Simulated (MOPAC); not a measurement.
Input for MOPAC: PM3 on CH5GeNO (SMILES C[O][Ge][NH2]), a point of a torsion scan.

```
PM3 1SCF PRECISE CHARGE=0 THREADS=1
CH5GeNO

C     -1.72208891 1    -0.08093111 1     0.31002127 1
O     -0.37909684 1     0.18706101 1     0.02218774 1
Ge     1.13500189 1     0.11513847 1     1.01670347 1
N      1.92110038 1     1.43507166 1     0.06035754 1
H     -2.27478450 1     0.85924928 1     0.39592626 1
H     -1.85089435 1    -0.64438911 1     1.23949028 1
H     -2.15122126 1    -0.66322249 1    -0.51118578 1
H      2.88761774 1     1.71526360 1     0.11606866 1
H      1.46290506 1     1.89980210 1    -0.70957788 1
```

The log:

```
*******************************************************************************
 **                                                                           **
 **                              MOPAC v23.2.5                                **
 **                                                                           **
 *******************************************************************************
 ** MOPAC's Digital Object Identifier: https://doi.org/10.5281/zenodo.6511958 **
 **                                                                           **
 ** Please cite the open-source release paper for use of this MOPAC version:  **
 ** J. E. Moussa and J. J. P. Stewart (2026)                                  **
 ** MOPAC: An open-source semiempirical molecular orbital program             **
 ** J. Open Source Softw., 11(119), 8025, https://doi.org/10.21105/joss.08025 **
 *******************************************************************************

                              PM3 CALCULATION RESULTS

 *******************************************************************************
 *  PM3        - The PM3 Hamiltonian to be used
 *
 *
 *
 *                 CHARGE ON SYSTEM = 0
 *
 *
 *
 *  PRECISE    - TIGHTER CRITERIA TO BE USED
 *  1SCF       - DO 1 SCF AND THEN STOP
 *  THREADS=1  - MULTI-THREADING NOT USED
 *  T=         - A TIME OF 172800.0 SECONDS REQUESTED
 *  DUMP=N     - RESTART FILE WRITTEN EVERY 7200.0 SECONDS REQUESTED
 *******************************************************************************
PM3 1SCF PRECISE CHARGE=0 THREADS=1
 CH5GeNO

   ATOM   CHEMICAL          X               Y               Z
  NUMBER   SYMBOL      (ANGSTROMS)     (ANGSTROMS)     (ANGSTROMS)

     1       C         -1.72208891  *  -0.08093111  *   0.31002127  *
     2       O         -0.37909684  *   0.18706101  *   0.02218774  *
     3      Ge          1.13500189  *   0.11513847  *   1.01670347  *
     4       N          1.92110038  *   1.43507166  *   0.06035754  *
     5       H         -2.27478450  *   0.85924928  *   0.39592626  *
     6       H         -1.85089435  *  -0.64438911  *   1.23949028  *
     7       H         -2.15122126  *  -0.66322249  *  -0.51118578  *
     8       H          2.88761774  *   1.71526360  *   0.11606866  *
     9       H          1.46290506  *   1.89980210  *  -0.70957788  *



          CARTESIAN COORDINATES

    NO.       ATOM           X           Y           Z

     1         C         -1.7221     -0.0809      0.3100
     2         O         -0.3791      0.1871      0.0222
     3        Ge          1.1350      0.1151      1.0167
     4         N          1.9211      1.4351      0.0604
     5         H         -2.2748      0.8592      0.3959
     6         H         -1.8509     -0.6444      1.2395
     7         H         -2.1512     -0.6632     -0.5112
     8         H          2.8876      1.7153      0.1161
     9         H          1.4629      1.8998     -0.7096

  H: (PM3): J. J. P. STEWART, J. COMP. CHEM. 10, 209 (1989).
  C: (PM3): J. J. P. STEWART, J. COMP. CHEM. 10, 209 (1989).
  N: (PM3): J. J. P. STEWART, J. COMP. CHEM. 10, 209 (1989).
  O: (PM3): J. J. P. STEWART, J. COMP. CHEM. 10, 209 (1989).
 Ge: (PM3): J. J. P. STEWART, J. COMP. CHEM. 12, 320-341 (1991).

           Empirical Formula: C H5 N O Ge  =     9 atoms



      MOLECULAR POINT GROUP   :   C1


      RHF CALCULATION, NO. OF DOUBLY OCCUPIED LEVELS = 12


 -------------------------------------------------------------------------------
 PM3 1SCF PRECISE CHARGE=0 THREADS=1
 CH5GeNO



     1SCF WAS SPECIFIED, SO BFGS WAS NOT USED
     SCF FIELD WAS ACHIEVED


                              PM3 CALCULATION
                                                       MOPAC v23.2.5 Linux




          FINAL HEAT OF FORMATION =        -51.11220 KCAL/MOL =    -213.85346 KJ/MOL


          COSMO AREA              =        119.96 SQUARE ANGSTROMS
          COSMO VOLUME            =        107.01 CUBIC ANGSTROMS

          IONIZATION POTENTIAL    =          9.064726 EV
          HOMO LUMO ENERGIES (EV) =         -9.065  0.035
          NO. OF FILLED LEVELS    =         12
          MOLECULAR WEIGHT        =        119.6466         POINT GROUP:  C1

          MOLECULAR DIMENSIONS (Angstroms)

            Atom       Atom       Distance
            H     8    H     7     5.60719
            H     9    H     6     2.55235
           Ge     3    H     5     1.88925


          SCF CALCULATIONS        =          1





   ATOM   CHEMICAL          X               Y               Z
  NUMBER   SYMBOL      (ANGSTROMS)     (ANGSTROMS)     (ANGSTROMS)

     1       C         -1.72208891  *  -0.08093111  *   0.31002127  *
     2       O         -0.37909684  *   0.18706101  *   0.02218774  *
     3      Ge          1.13500189  *   0.11513847  *   1.01670347  *
     4       N          1.92110038  *   1.43507166  *   0.06035754  *
     5       H         -2.27478450  *   0.85924928  *   0.39592626  *
     6       H         -1.85089435  *  -0.64438911  *   1.23949028  *
     7       H         -2.15122126  *  -0.66322249  *  -0.51118578  *
     8       H          2.88761774  *   1.71526360  *   0.11606866  *
     9       H          1.46290506  *   1.89980210  *  -0.70957788  *

                             CARTESIAN COORDINATES

   1    C       -1.722088910    -0.080931110     0.310021270
   2    O       -0.379096840     0.187061010     0.022187740
   3   Ge        1.135001890     0.115138470     1.016703470
   4    N        1.921100380     1.435071660     0.060357540
   5    H       -2.274784500     0.859249280     0.395926260
   6    H       -1.850894350    -0.644389110     1.239490280
   7    H       -2.151221260    -0.663222490    -0.511185780
   8    H        2.887617740     1.715263600     0.116068660
   9    H        1.462905060     1.899802100    -0.709577880


           Empirical Formula: C H5 N O Ge  =     9 atoms



      MOLECULAR POINT GROUP   :   C1


                  EIGENVALUES
 -35.86277 -27.52753 -25.63561 -16.78330 -15.07861 -14.68555 -14.59869 -13.73294
 -11.18658 -10.29730  -9.15706  -9.06473   0.03486   1.38922   1.86161   4.41594
   4.87332   4.99939   5.04550   5.82431   6.37792


              NET ATOMIC CHARGES AND DIPOLE CONTRIBUTIONS

  ATOM NO.   TYPE          CHARGE      No. of ELECS.   s-Pop       p-Pop
    1          C           0.171518        3.8285     1.11084     2.71764
    2          O          -0.599430        6.5994     1.81343     4.78600
    3         Ge           0.673132        3.3269     1.76294     1.56393
    4          N          -0.321977        5.3220     1.42884     3.89314
    5          H          -0.006586        1.0066     1.00659
    6          H          -0.017494        1.0175     1.01749
    7          H           0.002815        0.9972     0.99719
    8          H           0.050927        0.9491     0.94907
    9          H           0.047095        0.9529     0.95290
 DIPOLE           X         Y         Z       TOTAL
 POINT-CHG.     1.607    -1.585     3.130     3.859
 HYBRID        -0.794     1.911    -2.651     3.363
 SUM            0.813     0.326     0.479     0.999


          ATOMIC ORBITAL ELECTRON POPULATIONS

     Atom    s        px        py        pz
    1  C   1.11084   0.82281   0.94813   0.94670
    2  O   1.81343   1.21485   1.85427   1.71688
    3 Ge   1.76294   0.45774   0.51882   0.58737
    4  N   1.42884   1.08902   1.44356   1.36056
    5  H   1.00659
    6  H   1.01749
    7  H   0.99719
    8  H   0.94907
    9  H   0.95290

 **********************
 *                    *
 * JOB ENDED NORMALLY *
 *                    *
 **********************




 == MOPAC DONE ==
```

The run finished.

Cost: around 0.020 core-seconds (rough).
